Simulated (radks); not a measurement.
Values are calculated unless marked as measured or tabulated.
How relativity changes the ionisation of the neon ion Ne2+ ([He] 2s2 2p4) to Ne3+ ([He] 2s2 2p3). Spin-unpolarised spherical Kohn-Sham, PBE, point nucleus unless stated (finite: rms radius 3.0055 fm), a radial shooting solver on a logarithmic mesh with Libxc functionals. A level marked "c x" has the speed of light scaled by that factor and shares open shells by 2j + 1; other Dirac levels either fill j = l - 1/2 first or share by 2j + 1.

level                               E(Ne2+) (hartree)  E(Ne3+) (hartree)  IE (eV)   HOMO  <r> HOMO (bohr)
non-rel.                                   -126.44936         -123.97110   67.437     2p           0.8118
scalar-rel.                                -126.59745         -124.11944   67.430     2p           0.8115
scalar-rel., finite nucleus                -126.59741         -124.11939   67.430     2p           0.8115
Dirac, 2j+1 shares                         -126.59748         -124.11946   67.430  2p3/2           0.8121
Dirac, low j first                         -126.60080         -124.12514   67.366  2p3/2           0.8122
Dirac, 2j+1 shares, finite nucleus         -126.59743         -124.11941   67.430  2p3/2           0.8121
Dirac, c x 0.75                            -126.71322         -124.23539   67.425  2p3/2           0.8123
Dirac, c x 0.85                            -126.65457         -124.17665   67.428  2p3/2           0.8122
Dirac, c x 1.25                            -126.54406         -124.06596   67.433  2p3/2           0.8120

NIST Atomic Spectra Database: 63.423 eV (measured). The relativistic part of the total energy of Ne2+ is -0.1481 hartree (Dirac, 2j+1 shares, finite nucleus), 0.12 % of the non-relativistic value. Spin polarisation and multiplet splitting of open shells are left out at every level.

Beside tabulated values, note that spin-unpolarised runs miss the spin-polarisation part of the exchange energy of open shells.
